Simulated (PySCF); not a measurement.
Stepwise substitution at one centre (Ge Cl-SH). Isolated molecules, 0 K electronic values unless said otherwise. One relaxed conformer stands for each flexible species; it need not be the lowest. Strings in code marks are SMILES. All members: neutral, multiplicity 1. Level: PBE0-D3(BJ)/def2-TZVP (PySCF), beside PBE-D3(BJ)/def2-TZVP // PBE0-D3(BJ)/def2-TZVP (PySCF) at the same geometries. 

```json
[
 {"species": "`[SH][Ge]([SH])([SH])[SH]`", "HOMO–LUMO gap, PBE (eV)": "3.83", "HOMO–LUMO gap, PBE0-D3(BJ) (eV)": "5.97"},
 {"species": "`[SH][Ge]([SH])([SH])[Cl]`", "HOMO–LUMO gap, PBE (eV)": "4.04", "HOMO–LUMO gap, PBE0-D3(BJ) (eV)": "6.21"},
 {"species": "`[SH][Ge]([Cl])([Cl])[Cl]`", "HOMO–LUMO gap, PBE (eV)": "4.13", "HOMO–LUMO gap, PBE0-D3(BJ) (eV)": "6.38"},
 {"species": "`[SH][Ge]([SH])([Cl])[Cl]` (H–S–Ge–Cl torsion -83°, Cl–Ge–S–H torsion -178°)", "HOMO–LUMO gap, PBE (eV)": "4.17", "HOMO–LUMO gap, PBE0-D3(BJ) (eV)": "withheld"},
 {"species": "`[Cl][Ge]([Cl])([Cl])[Cl]`", "HOMO–LUMO gap, PBE (eV)": "5.00", "HOMO–LUMO gap, PBE0-D3(BJ) (eV)": "7.44"}
]
```

Fit y = a + b·x, y being the HOMO–LUMO gap at the first level, to the 4 complete rows by least squares, with x = the PBE value in eV. Give a, b and the rms residual, and predict the withheld value.

Means of the 4 rows: x̄ = 4.25, ȳ = 6.5 eV. Σ(x − x̄)² = 0.7974 and Σ(x − x̄)(y − ȳ) = 1.0029, so b = 1.258 and a = ȳ − b·x̄ = 1.154 eV. The rms residual is 0.020 eV. At x = 4.17 the line gives 6.40 eV. The run for `[SH][Ge]([SH])([Cl])[Cl]` (H–S–Ge–Cl torsion -83°, Cl–Ge–S–H torsion -178°) gave 6.39 eV, so the line is off by 0.01 eV, within twice the rms residual.

Codes: PySCF.
